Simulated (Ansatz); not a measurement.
Computed with Ansatz on PBE0-D4/def2-TZVP structures; ΔE is electronic, products minus reactants. CBS: MP2 limit from def2 TZ/QZ plus the TZ coupled-cluster correction, frozen cores. This one scheme is used for every species, atoms too. DFT in def2-TZVPP. No spin–orbit coupling; open shells (•) take unrestricted orbitals. Spin–orbit coupling would lower the free atoms: a little for B, O, Si. One conformer a species, not always the lowest.

Reaction (atomization): `OB(O)[SiH3]` → B• + 5 H• + 2 O• + Si•

```
    level  ΔE (kJ/mol)
r2SCAN-D4       3309.2
     PBE0       3261.1
```

What does CCSD(T)/CBS give? (Best estimate.)

The calculation gave: +3301.8 kJ/mol. The listed levels differ from it by 7.4, -40.7 kJ/mol.

Largest T1 diagnostic among the species: 0.014.

In def2-TZVPP, CCSD(T) changes the Hartree–Fock value by +788.3 kJ/mol (the triples alone add +44.0 kJ/mol) and MP2 by +846.8 kJ/mol; breaking electron pairs costs correlation energy, which Hartree–Fock lacks. From PBE to PBE0 (25 % exact exchange), in def2-TZVPP and without D4, ΔE moves by −61.0 kJ/mol: exact exchange takes away binding that semilocal exchange gives to molecules. Leaving LDA and LC-ωPBE aside and taking each functional with its dispersion term where it has one, the values, not all of them listed here, spread over 137.4 kJ/mol, from BHLYP-D4 to PBE-D4. LDA lies +439.4 kJ/mol from PBE without D4, its usual overbinding.

For atomizations the MP2-based limit and the directly extrapolated one differ by several kJ/mol either way, and by 10 to 25 for some Ge, Se and Sn compounds, so smaller differences from it don't rank the levels.
